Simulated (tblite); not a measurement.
Isomers of C7H11O (doublet state). All values are computed: GFN2-xTB (tblite) harmonic vibrations without scaling, gas phase. Against measured fundamentals such values can be off by several per cent, at times by over 20. One conformer each. Open shells enter through the occupations alone, without spin polarisation, and single modes of such species can be off by tens of per cent.

Electronic energies: GFN2-xTB at the same geometries; isomer energies are rough at this level and their order can be wrong.

| SMILES | electronic energy, lowest = 0 (kJ/mol) |
| --- | --- |
| CC1=CCCC[C]1O | 0.0 |
| C=CC[C@]1(C)C[CH]O1 | 189.0 |
| C[C@@H]1[CH]CC(=O)CC1 | 36.5 |

Problem. How do GFN2-xTB zero-point energies change the relative energies?

Solution. 
```json
{"SMILES": "CC1=CCCC[C]1O", "ZPE (kJ/mol)": "423.4", "of it from modes above 1550 cm⁻¹": "199.3", "electronic (kJ/mol)": "0.0", "with ZPE, lowest = 0 (kJ/mol)": "0.0", "lowest mode (cm⁻¹)": "70", "rings": "1"}
{"SMILES": "C[C@@H]1[CH]CC(=O)CC1", "ZPE (kJ/mol)": "425.2", "of it from modes above 1550 cm⁻¹": "208.1", "electronic (kJ/mol)": "36.5", "with ZPE, lowest = 0 (kJ/mol)": "38.2", "lowest mode (cm⁻¹)": "83", "rings": "1"}
{"SMILES": "C=CC[C@]1(C)C[CH]O1", "ZPE (kJ/mol)": "417.7", "of it from modes above 1550 cm⁻¹": "209.7", "electronic (kJ/mol)": "189.0", "with ZPE, lowest = 0 (kJ/mol)": "183.3", "lowest mode (cm⁻¹)": "52", "rings": "1"}
```

The zero-point energies span 7.5 kJ/mol, from `C=CC[C@]1(C)C[CH]O1` to `C[C@@H]1[CH]CC(=O)CC1`. The order is unchanged.

Problem. What do entropy and thermal enthalpy add at 298.15 K and 1 bar (rigid rotor, harmonic oscillator, one conformer each)?

Solution. 
```csv
SMILES,point group,symmetry number,S (J/(mol K)),H − H(0) (kJ/mol),ZPE + H − H(0) − TS (kJ/mol)
CC1=CCCC[C]1O,C1,1,379.8,25.06,335.3
C[C@@H]1[CH]CC(=O)CC1,C1,1,369.3,23.79,338.9
C=CC[C@]1(C)C[CH]O1,C1,1,391.6,25.99,327.0
```

S holds R ln(2S + 1) for the spin.
